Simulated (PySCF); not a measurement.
C₆ coefficients of unlike pairs at PBE

Calculated with PySCF 2.14 from the dipole response of each species, C₆(A,B) = (3/π) ∫ α_A(iu) α_B(iu) du, in atomic units, from isotropic polarisabilities. For ions this is the dispersion term alone; charge-induced terms of lower order in 1/R come first.

```json
{"species": "O³⁺", "configuration": "[He] 2s2 2p1 (2P)", "basis": "dyall-av3z (15s9p3d2f)", "relativity": "spin-free X2C", "α (bohr³)": "1.345", "C₆ (like pair)": "1.253"}
{"species": "Mg⁺", "configuration": "[Ne] 3s1 (2S)", "basis": "aug-cc-pVQZ (7s6p4d3f2g)", "relativity": "none", "α (bohr³)": "33.52", "C₆ (like pair)": "143.6"}
{"species": "Xe²⁺", "configuration": "[Kr] 4d10 5s2 5p4 (3P)", "basis": "aug-cc-pwCVTZ-PP with ECP28MDF (8s7p6d4f1g)", "relativity": "core potential", "α (bohr³)": "12.86", "C₆ (like pair)": "92.52"}
{"species": "S", "configuration": "[Ne] 3s2 3p4 (3P)", "basis": "aug-cc-pVDZ-DK (5s4p2d)", "relativity": "spin-free X2C", "α (bohr³)": "18.99", "C₆ (like pair)": "132.5"}
```

**Question.** Estimate C₆ for Xe²⁺ with O³⁺.

**Answer.** The integral gives 10.68. The combination rule 2 C_A C_B / (C_A α_B/α_A + C_B α_A/α_B) gives 10.71 and the geometric mean 10.77.

No spin-orbit coupling is included.

The other pairs:

```tsv
pair	C₆
Mg⁺, O³⁺	9.858
S, Mg⁺	121.2
S, Xe²⁺	108.2
Xe²⁺, Mg⁺	90.93
S, O³⁺	12.18
```
